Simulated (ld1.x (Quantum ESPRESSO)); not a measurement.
## Transferability test, TM potential for Mg

- Element: magnesium (Mg)
- Generator: ld1.x (Quantum ESPRESSO) 7.5
- Type: norm-conserving Troullier–Martins (Kleinman–Bylander form)
- Functional: LDA (PZ)
- Relativity: non-relativistic
- Frozen core: [Ne]
- Valence charge: 2
- Reference configuration: 3s1.5 3p0.5
- Partial waves: 3s (bound): rc 2.20 bohr; 3p (bound): rc 3.60 bohr
- Local potential: all-electron potential smoothed inside 3.50 bohr (lloc = -1)
- Core correction: Bessel-smoothed model core, default radius (core density twice the valence density)

Energies are relative to the spin-unpolarised reference configuration 3s1.5 3p0.5; without spin polarisation the order of configurations can differ from experiment. Spin-polarised rows fill each open shell by Hund’s rule, majority spin first.

```csv
valence configuration,charge,ΔE all-electron (eV),error AE − PS (meV)
3s1 3p0,+1,6.337,-1.1
3s1.5 3p0,+0.5,1.463,-0.1
3s0 3p1,+1,10.705,-4.8
3s1 3p1,0,1.783,-0.5
3s0 3p2,0,5.509,-5.3
3s1.5 3p0.5 (spin-polarised),0,-0.147,+0.5
```

Task: What are ΔE and the potential's error for 3s1 3p0 (spin-polarised)?

Result: ΔE = 6.017 eV all-electron; the error (AE − PS) is -2.1 meV.

Task: What are ΔE and the potential's error for 3s2 3p0?

Result: ΔE = -1.724 eV all-electron; the error (AE − PS) is -0.5 meV.
